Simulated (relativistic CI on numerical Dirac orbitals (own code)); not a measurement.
Computed by Dirac-Coulomb-Breit CI, KLI orbitals optimised for each configuration, model QED (radiative potential, 1s self-energy scaled to tabulated hydrogen-like ionisation energies), unscaled Slater integrals (own radial code, finite nucleus).

CI space: 1s2, 1s.2s, 1s.2p, 1s.3s, 1s.3p, 1s.3d, 1s.4s, 1s.4p, 1s.4d, 1s.4f, 1s.5s, 1s.5p, 1s.5d, 1s.5f, 1s.5g, 1s.6s, 1s.6p, 1s.6d, 2s2. Levels of other configurations are missing.

At this charge energies of transitions that change n are usually good to better than 1 %, and those within a shell (Δn = 0) to a few per cent.

Outline of the computed level scheme of Sm LXI. Lowest level of each configuration: 1s2 1S_0 at 0.0 eV; 1s.2s 3S_1 at 40326.1 eV; 1s.2p 3P°_1 at 40418.0 eV; 1s.3s 3S_1 at 48015.0 eV; 1s.3p 3P°_1 at 48039.9 eV; 1s.3d 3D_2 at 48261.3 eV; 1s.4s 3S_1 at 50665.0 eV; 1s.4p 3P°_1 at 50675.1 eV; 1s.4d 3D_2 at 50768.1 eV.

Some strong electric-dipole decays among the lowest 27 levels: 1s.2p 1P°_1 → 1s2 1S_0 (1.2e+16 s⁻¹); 1s.2p 3P°_1 → 1s2 1S_0 (5.7e+15 s⁻¹); 1s.3p 1P°_1 → 1s2 1S_0 (3.2e+15 s⁻¹); 1s.3p 3P°_1 → 1s2 1S_0 (1.4e+15 s⁻¹); 1s.4p 1P°_1 → 1s2 1S_0 (1.3e+15 s⁻¹); 1s.3d 3D_3 → 1s.2p 3P°_2 (8.9e+14 s⁻¹); 1s.3d 3D_2 → 1s.2p 3P°_1 (8.1e+14 s⁻¹); 1s.3d 1D_2 → 1s.2p 1P°_1 (8.0e+14 s⁻¹).

LS names give the leading component of a level, which can be under half, so a name can repeat, a term be missing and a line seem to break the LS rules.
